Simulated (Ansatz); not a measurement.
Ansatz (an electronic-structure program) input (MP2/6-311+G**): The .json file is the Basis Set Exchange's 6-311+G**.

Ansatz 0.2 input:
```yaml
crystal:
  periodic: [false, false, false]
  atoms:
    - {symbol: S, position_ang: [0.99284409, -0.46476956, 0.00704070]}
    - {symbol: S, position_ang: [-0.88384757, 0.49897825, -0.00585391]}
    - {symbol: H, position_ang: [-1.74394422, -0.54733919, -0.01898866]}
basis:
  gaussian:
    orbitals: 6-311+G__.json
total_charge: -1
magnetization: {spin_polarized: false}
correlation: {method: mp2, electrons: outside_noble_gas}
```

**Question.** Predict the final energy.

**Answer.** -795.93899 Eh.
